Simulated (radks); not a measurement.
Results of a calculation; reference values are marked as such.
Task: All-electron atom: the lutetium ion Lu3+ in [Xe] 4f14 (the NIST ground configuration). Level of theory: Dirac Kohn-Sham, SOGGA, spin-unpolarised, spherical densities, finite nucleus; Fermi nuclear charge, rms radius 5.37 fm (a radial shooting solver on a logarithmic mesh with Libxc functionals).

Spin-orbit splittings of the eigenvalues, e(l+1/2) - e(l-1/2), with zeta = 2 splitting/(2l+1) and mean radii in bohr:

| shell | occ. | splitting (eV) | zeta (eV) | <r> j=l-1/2 | <r> j=l+1/2 |
|---|---|---|---|---|---|
| 2p | 6 | 1117 | 744.6 | 0.06742 | 0.07503 |
| 3p | 6 | 238.2 | 158.8 | 0.2020 | 0.2163 |
| 3d | 10 | 52.02 | 20.81 | 0.1899 | 0.1943 |
| 4p | 6 | ? | ? | 0.4851 | 0.5179 |
| 4d | 10 | 9.901 | 3.960 | 0.5412 | 0.5527 |
| 4f | 14 | 1.529 | 0.4369 | 0.7091 | 0.7234 |
| 5p | 6 | 7.102 | 4.735 | 1.298 | 1.401 |
| 5d | 0 | 0.5966 | 0.2386 | 2.003 | 2.050 |

Estimate the 4p splitting.

Result: 54.24 eV (zeta = 36.16 eV).
